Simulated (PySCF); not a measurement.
## CaIn⁺ at RHF-MP2

Level: RHF-MP2. PySCF, scalar-relativistic core potentials, basis sets Ca def2-SVP, In def2-SVP with ECP28.

```json
{"state": "¹Σ⁺ (singlet), closed shell", "bond length": "3.695 Å", "harmonic wavenumber": "108 cm⁻¹", "force constant": "0.203 mdyn/Å", "rotational constant Be": "0.04164 cm⁻¹", "anharmonicity ωexe": "0.316 cm⁻¹", "vibration–rotation constant αe": "0.000178 cm⁻¹", "well depth De to Ca + In⁺": "1.06 eV", "dissociation energy D0": "1.06 eV"}
```

Correlated steps freeze 9 core orbitals. Correlated levels converge slowly with the basis: in double zeta they bind strong bonds too weakly, by up to about 1 eV, and carry superposition errors of some tenths. Spin–orbit coupling is left out. For an ion De counts to the pair picked by the measured ionisation energies or electron affinities, which need not be the lowest pair at this level.
